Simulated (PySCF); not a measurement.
penta-1,4-dien-3-amine (C5H9N), SMILES C=CC(N)C=C.

Coordinates come from a B3LYP-D3(BJ)/def2-SVP optimisation. The values are those of a single conformer.

Method: TDA-B3LYP/def2-SVPD (PySCF).

Vertical excitations. Gas-phase values at a fixed geometry.

```csv
state,energy (eV),λ (nm),f,main pairs
S1,5.31,233,0.032,HOMO→LUMO 86 %
S2,6.22,199,0.125,"HOMO−1→LUMO 59 %, HOMO→LUMO+1 25 %"
S3,6.41,193,0.017,HOMO→LUMO+2 92 %
S4,6.51,190,0.078,"HOMO→LUMO+1 40 %, HOMO−2→LUMO 35 %, HOMO−1→LUMO 13 %, HOMO−1→LUMO+1 8 %"
S5,6.69,185,0.022,HOMO→LUMO+3 71 %
S6,6.76,183,0.122,"HOMO−1→LUMO+1 23 %, HOMO→LUMO+3 22 %, HOMO−2→LUMO 20 %, HOMO→LUMO+1 17 %"
S7,6.99,177,0.041,HOMO−1→LUMO+2 81 %
S8,7.15,173,0.021,"HOMO−1→LUMO+3 60 %, HOMO→LUMO+5 24 %"
S9,7.21,172,0.003,"HOMO→LUMO+4 34 %, HOMO−1→LUMO+3 32 %, HOMO→LUMO+5 17 %, HOMO−1→LUMO+2 6 %"
S10,7.27,170,0.015,"HOMO→LUMO+4 48 %, HOMO→LUMO+5 34 %"
T1,4.17,297,0,"HOMO−1→LUMO 46 %, HOMO→LUMO 33 %, HOMO−2→LUMO+1 11 %"
T2,4.42,281,0,"HOMO−2→LUMO 29 %, HOMO−1→LUMO+1 24 %, HOMO−1→LUMO 20 %, HOMO→LUMO 17 %"
T3,5.24,237,0,"HOMO→LUMO 45 %, HOMO−2→LUMO 25 %, HOMO−1→LUMO 16 %, HOMO−1→LUMO+1 8 %"
T4,6.15,201,0,"HOMO→LUMO+2 51 %, HOMO→LUMO+1 29 %"
```
Triplets are in the Tamm–Dancoff approximation.
